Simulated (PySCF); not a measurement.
**Electron correlation in Xe³⁺ (xenon, charge +3)**

[Kr] 4d10 5s2 5p3, high-spin 4S determinant. Computed with PySCF 2.14 in def2-TZVPPD with the def2 core potential (28 electrons) (7s6p4d2f, 59 functions), with scalar relativity through the core potential. Frozen: nothing; 23 electrons correlated.

MP2 pair energies summed by pair of shells (mhartree):

```json
{"pair": "4d-4d", "energy": "-249.07", "share (%)": "47.5"}
{"pair": "4d-5p", "energy": "-62.00", "share (%)": "11.8"}
{"pair": "4d-5s", "energy": "-54.62", "share (%)": "10.4"}
{"pair": "5s-5p", "energy": "-45.95", "share (%)": "8.8"}
{"pair": "4p-4d", "energy": "-37.07", "share (%)": "7.1"}
{"pair": "4p-4p", "energy": "-22.10", "share (%)": "4.2"}
{"pair": "5p-5p", "energy": "-15.15", "share (%)": "2.9"}
{"pair": "4s-4d", "energy": "-11.90", "share (%)": "2.3"}
{"pair": "5s-5s", "energy": "-7.28", "share (%)": "1.4"}
{"pair": "4p-5s", "energy": "-6.80", "share (%)": "1.3"}
{"pair": "4s-4p", "energy": "-5.07", "share (%)": "1.0"}
{"pair": "4p-5p", "energy": "-4.41", "share (%)": "0.8"}
{"pair": "4s-4s", "energy": "-1.83", "share (%)": "0.3"}
{"pair": "4s-5p", "energy": "-0.51", "share (%)": "0.1"}
{"pair": "4s-5s", "energy": "-0.45", "share (%)": "0.1"}
```

Total MP2 correlation energy: -524.21 mhartree.

Same-spin part -194.47 and opposite-spin part -329.74 mhartree; SCS-MP2 scales them by 1/3 and 6/5 to -460.51 mhartree.

The basis has no tight functions for the innermost shells, so their pair energies are far from complete.

This basis was not built for core-valence correlation, so the inner-shell part is incomplete.
